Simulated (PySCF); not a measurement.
# Structure from NMR data

Molecular formula: C$_{5}$H$_{8}$ClFO. Simulated spectra:

¹H NMR (400 MHz, computed): δ 4.85 (m, 1H), 2.07 (m, 1H), 1.22 (d, 3H), 1.07 (d, 3H).

¹³C{¹H} NMR (computed): δ 189.8 (C), 98.5 (CH), 39.4 (CH), 21.5 (CH3), 16.5 (CH3).

PySCF 2.14 calculation with shieldings: GIAO PBE0/pcSseg-1 and coordinates at the GFN2-xTB level; a single conformation, averaged over atoms made equivalent by symmetry, fast rotation or ring inversion, non-relativistic Hamiltonian, isolated molecule.

References, each an isolated molecule treated in the same way: ¹H, ¹³C against TMS.

**Question.** Choose the structure that fits.
A. CC(C)[C@@H](F)C(=O)Cl
B. CC(C)(CF)C(=O)Cl
C. F[C@@H]1CCOC[C@@H]1Cl
D. F[C@@H]1COC[C@@H](Cl)C1

**Answer.** A. 

Rings plus π bonds: 1 (no ring in the answer). 5 carbon signals for 5 carbons: no two carbons are equivalent. Carbon types of the structure: 1 × C, 2 × CH, 2 × CH3, which accounts for all hydrogens. δC 189.8: carbonyl carbon. δC 98.5: sp3 CH bonded to F, α to a carbonyl; the inductive effect lowers its shielding. δC 21.5, 16.5: methyl carbon; aliphatic region, no heteroatom directly attached. δH 4.85: hydrogen on an sp3 CH bonded to F, α to a carbonyl; its carbon carries F, an electronegative neighbour. δH 1.22, 1.07: hydrogen on a methyl carbon; far from electronegative atoms and π systems.

The others: F[C@@H]1COC[C@@H](Cl)C1 would give 8 signals for carbon-bound and other non-exchanging H, not 4; F[C@@H]1CCOC[C@@H]1Cl would give 8 signals for carbon-bound and other non-exchanging H, not 4; CC(C)(CF)C(=O)Cl would give 4 carbon signals, not 5.

Carbons that carry Cl, above all several Cl atoms, come out too deshielded, partly because spin–orbit coupling is missing. Splittings by ¹⁹F in the carbon and heteronuclear signals aren't shown, as no couplings were computed. Shifts are as computed. Against solution values, carbons near 30 ppm lie about +3 ppm off and those near 130 ppm about +5 ppm; carbons on Cl a further +6 ppm. Of 1211 compounds with measured shifts, 218 miss one by over three times the rms of a fit or turn the order of signals round; such compounds aren't used in these exercises. No couplings were computed; multiplicities are counted from neighbouring protons, with m where these are inequivalent, close in shift, in a saturated or five-membered ring or joined by F or P, and br s for small geminal =CH2 splittings.
